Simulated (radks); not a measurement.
The germanium anion Ge4-, [Kr], held by a Watson sphere: a shell of charge +4 at radius R that stands for the Madelung well of a crystal (potential energy -4/R inside, -4/r outside, in hartree with lengths in bohr). All-electron calculation, scalar-relativistic Kohn-Sham, LDA (Slater exchange, Perdew-Wang correlation), spin-polarised, spherical densities, point nucleus. Program: a radial shooting solver on a logarithmic mesh with Libxc functionals. Response by self-consistent Sternheimer equations with the Hartree and adiabatic LDA kernel, the relativistic mass of each level held fixed and spin-orbit coupling left out. The sphere does not respond.

| R (bohr) | e(3d) (eV) | e(4s) (eV) | e(4p) (eV) | <r> 4p (bohr) | sum of <r^2> (bohr^2) | X-ray form factor at sin(theta)/lambda = 0.1 1/angstrom | alpha (bohr^3) |
|---|---|---|---|---|---|---|---|
| 2.18 | -30.030 | -15.975 | -7.689 | 2.519 | 65.20 | 32.049 | 37.93 |
| 4.05 | -26.603 | -10.605 | -4.499 | 3.571 | 114.3 | 30.434 | 162.2 |
| 4.06 | -26.600 | -10.590 | -4.487 | 3.577 | 114.7 | 30.427 | 163.4 |
| 4.35 | -26.526 | -10.210 | -4.160 | 3.747 | 124.0 | 30.238 | 201.6 |
| 4.95 | -26.450 | -9.659 | -3.606 | 4.103 | 144.8 | 29.910 | 303.0 |
| 4.98 | -26.448 | -9.639 | -3.582 | 4.121 | 145.9 | 29.896 | 309.0 |
